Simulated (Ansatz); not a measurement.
Consider the ligand exchange at a Ga–S bond: `[F][Ga]([F])[SH]` + CH₃SH → `C[S][Ga]([F])[F]` + H₂S.

Isolated molecules relaxed with PBE0-D4/def2-TZVP in Ansatz; ΔE leaves out vibrations. CCSD(T)/CBS adds triple-zeta CCSD(T) − MP2 to the extrapolated MP2 energy (def2 sets, frozen cores). This one scheme is used for every species. Functionals use def2-TZVPP. B3LYP here is the variant with VWN-RPA as its local correlation; programs differ in this. For Ga outer-core shells are correlated without core-valence functions, which leaves a few kJ/mol of doubt a bond. Scalar relativity is left out up to krypton. One conformer a species, not always the lowest.

```
        level  ΔE (kJ/mol)  difference from CCSD(T)/CBS
    r2SCAN-D4          1.3                          0.9
   r2SCAN0-D4          2.5                          2.1
       B2PLYP          3.2                          2.8
          PBE          2.7                          2.3
        B3LYP          3.8                          3.4
      r2SCANh          2.5                          2.1
      r2SCAN0          3.4                          3.0
  HF/def2-SVP          6.5                          6.1
HF/def2-QZVPP          7.2                          6.8
 HF/CBS(def2)          7.3                          6.9
  CCSD(T)/CBS          0.4                            0
```

**Question.** What do rigid-rotor, harmonic-oscillator terms from PBE0-D4/def2-TZVP frequencies (298.15 K, 1 bar) make of the CCSD(T)/CBS value? (Best estimate.)

**Answer.** Ansatz gave: ΔZPE = -3.5 kJ/mol, ΔH = 0.0 kJ/mol, ΔS = 6 J/(mol·K), ΔG = -1.8 kJ/mol. Modes under 50 cm⁻¹ make the entropy rough.

Largest T1 diagnostic among the species: 0.014.

The D4 term adds −3.7 kJ/mol with B3LYP and −2.1 kJ/mol with PBE0; it sums over pairs of atoms, weighted by their polarisabilities, and B3LYP, whose exchange is more repulsive, gets the larger term. At CCSD(T), def2-SVP lies +3.6 kJ/mol from the extrapolated value and def2-TZVPP +1.8 kJ/mol.
